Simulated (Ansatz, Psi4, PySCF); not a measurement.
C2HO (SMILES [CH-]=C=O), charge -1, singlet, at a GFN2-xTB geometry. Base run: MP2/def2-SVPD (PySCF).

The PySCF input:
```python
from pyscf import gto, scf, mp

mol = gto.M(
    atom='''
C     0.01788210   -0.12688834   -1.22755692
C     0.01203885   -0.07902655   -0.00461356
H     0.10093196   -0.67882411   -2.12908504
O    -0.03505720    0.23928919    1.19026348
''',
    basis='def2-svpd',
    charge=-1,
    verbose=4,
)

mf = scf.RHF(mol)
mf.kernel()

pt = mp.MP2(mf)
pt.kernel()
print('E(MP2) = %.10f' % pt.e_tot)
```

The same geometry, method and basis name were run in Ansatz (a first-principles code) and Psi4 and PySCF, at each program's defaults and at the settings that a row names. The base is PySCF at its defaults. Differences at the defaults can come from grids, fitting, cores and function types together.

```json
[
 {"code and settings": "PySCF, defaults (exact integrals, spherical functions, all electrons correlated)", "ΔE vs base (mEh)": "0.000", "basis functions": "71", "E (Eh)": "-151.48308", "SCF cycles": "12"},
 {"code and settings": "Psi4, defaults (density fitting with its default set, spherical functions, all electrons correlated)", "ΔE vs base (mEh)": "0.110", "basis functions": "71", "E (Eh)": "-151.48297", "SCF cycles": "13"},
 {"code and settings": "Ansatz, defaults (factorised integrals, spherical functions, frozen core)", "ΔE vs base (mEh)": "9.378", "basis functions": "71", "E (Eh)": "-151.47370", "SCF cycles": "-"},
 {"code and settings": "PySCF, frozen core", "ΔE vs base (mEh)": "9.377", "basis functions": "71", "E (Eh)": "-151.47370", "SCF cycles": "12"},
 {"code and settings": "Psi4, exact integrals, spherical functions, frozen core", "ΔE vs base (mEh)": "9.377", "basis functions": "71", "E (Eh)": "-151.47370", "SCF cycles": "13"},
 {"code and settings": "Ansatz, high accuracy, frozen core", "ΔE vs base (mEh)": "9.377", "basis functions": "71", "E (Eh)": "-151.47370", "SCF cycles": "-"}
]
```
